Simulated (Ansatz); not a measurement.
Computed with Ansatz on PBE0-D4/def2-TZVP structures; ΔE is electronic, products minus reactants. CBS: MP2 limit from def2 TZ/QZ plus the TZ coupled-cluster correction, frozen cores. DFT in def2-TZVPP.

Consider the isomerisation: `BC1=CC1` → `BC#CC`.

CCSD(T)/CBS gives -95.2 kJ/mol.

(1) Another level gave -87.6 kJ/mol. Which?
A. HF/def2-TZVPP
B. PBE0/def2-TZVPP
C. revPBE/def2-TZVPP
D. BHLYP/def2-TZVPP

Largest T1 diagnostic among the species: 0.013.

## Answers

(1) C. revPBE -87.6, BHLYP -119.5, HF/def2-TZVPP -149.2, PBE0 -81.3 kJ/mol.

Leaving LDA and LC-ωPBE aside and taking each functional with its dispersion term where it has one, the values, not all of them listed here, spread over 39.6 kJ/mol, from BHLYP-D4 to revPBE-D4. LDA lies +23.0 kJ/mol from PBE without D4. The D4 term adds +4.2 kJ/mol with B3LYP and +1.9 kJ/mol with PBE0; it sums over pairs of atoms, weighted by their polarisabilities, and B3LYP, whose exchange is more repulsive, gets the larger term. In def2-TZVPP, CCSD(T) changes the Hartree–Fock value by +53.6 kJ/mol (the triples alone add +7.5 kJ/mol) and MP2 by +59.1 kJ/mol.

B3LYP here is the variant with VWN-RPA as its local correlation; programs differ in this.
